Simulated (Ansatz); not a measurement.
C2H7FSi (`CC(F)[SiH3]`). Charge 0, multiplicity 1.

```xyz
11

C    -0.912   -0.929    0.570
C    -0.508    0.448    0.101
F    -0.532    1.327    1.194
Si    1.227    0.533   -0.672
H    -0.196   -1.325    1.294
H    -1.898   -0.899    1.040
H    -0.959   -1.616   -0.278
H    -1.247    0.828   -0.616
H     1.251   -0.328   -1.886
H     2.227    0.031    0.306
H     1.548    1.931   -1.053
```

(1) List the harmonic frequencies (cm⁻¹, unscaled) at PBE0-D4/def2-TZVP in Ansatz. (An estimate is asked.)

(2) Is this a minimum?

(3) Give the ideal-gas thermochemistry at 298.15 K and 1 bar (rigid rotor, harmonic oscillator; point group C1, symmetry number 1).

(4) Rotational constants (cm⁻¹)?

Results:

(1) Ansatz gave: 132, 206, 228, 280, 397, 571, 623, 715, 897, 919, 938, 942, 1004, 1088, 1142, 1283, 1338, 1399, 1471, 1493, 2221, 2234, 2244, 3038, 3048, 3126, 3131.

(2) Yes, all 27 modes are real.

(3) Zero-point energy 216.0 kJ/mol; H(298) − E = 234.4 kJ/mol; entropy 317.9 J/(mol·K), of which translation 163.2, rotation 106.9, vibration 47.7; G(298) − E = 139.6 kJ/mol.

(4) 0.2699, 0.1379, 0.1014.
